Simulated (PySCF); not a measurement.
Compound: C2H7NO2Si.
Atom-mapped SMILES: `[CH3:1][O:2][SiH2:3][NH:4][CH:5]=[O:6]` (hydrogens: H7, H8, H9 on C1; H10, H11 on Si3; H12 on N4; H13 on C5)

Computed by this run: PBE0-D3(BJ)/def2-SVP geometry optimisation, gas phase in PySCF 2.14.0; density fitting, grid level 1; the optimiser is geomeTRIC in internal coordinates, started from a GFN2-xTB structure with every atom displaced at random (about 0.01 Å).

Step 0: E = -15631.1037 eV
```
atom  x, y, z in Å  |  force x, y, z in eV/Å
C1     -2.0310    0.0344    1.7232   -0.847   1.694  -0.345
O2     -1.0885    0.3644    0.7630   -1.028   0.779  -0.024
Si3     0.2737   -0.4446    0.4762    1.752   0.023  -0.193
N4      0.9347    0.5625   -0.8129   -2.152   0.588   0.803
C5      2.0748    0.2055   -1.3549    0.946   0.746  -1.020
O6      2.7029   -0.7404   -0.9697    0.903  -1.291   0.311
H7     -2.4554   -0.9368    1.5429   -0.476  -0.943  -0.027
H8     -1.6106    0.0884    2.7192    0.219  -0.116   0.779
H9     -2.8500    0.8059    1.6658    0.429  -0.671   0.138
H10     1.1963   -0.4047    1.6393   -0.021  -0.114   0.156
H11     0.0362   -1.8016    0.0149   -0.163  -0.694  -0.173
H12     0.4216    1.3703   -1.1538    0.104  -0.051  -0.044
H13     2.4012    0.8796   -2.1709    0.334   0.048  -0.362
```

Question: Estimate the geometry and energy of step 1. (The exact step hangs on the optimiser's Hessian estimate; all steps are aligned on step 0, rigid shifts and turns removed.)

Answer: E = -15631.2869 eV, largest force 0.379 eV/Å
```
atom  x, y, z in Å  |  force x, y, z in eV/Å
C1     -2.0779    0.0531    1.7553    0.080  -0.303   0.009
O2     -1.1280    0.4053    0.7900    0.161  -0.006  -0.054
Si3     0.2946   -0.4093    0.4763   -0.351  -0.050   0.043
N4      0.9525    0.5672   -0.8368    0.355  -0.084  -0.103
C5      2.1395    0.2124   -1.4085   -0.144  -0.225   0.270
O6      2.7760   -0.7551   -1.0431   -0.152   0.231  -0.069
H7     -2.4846   -0.9675    1.5862    0.088   0.142   0.049
H8     -1.6632    0.0916    2.7828   -0.046  -0.001  -0.089
H9     -2.9235    0.7512    1.7024   -0.025   0.110  -0.012
H10     1.1637   -0.4278    1.6855    0.064   0.039  -0.042
H11     0.0085   -1.8017    0.0195    0.044   0.049   0.017
H12     0.4729    1.3861   -1.1900   -0.082   0.074   0.003
H13     2.4754    0.8774   -2.2372    0.007   0.024  -0.021
```

The energy changes by -0.1832 eV. The first-order estimate −F·Δx gives -0.4570 eV and the mean of the old and new forces, exact on a quadratic surface, -0.1922 eV. The step makes an angle of 68° with the force vector and moves no atom by more than 0.105 Å.

What follows is the cost of the whole optimisation. Time: 76 s; peak memory 0.51 GiB. Hardware: an Arm Neoverse N1 with one thread, no GPU, shared host.
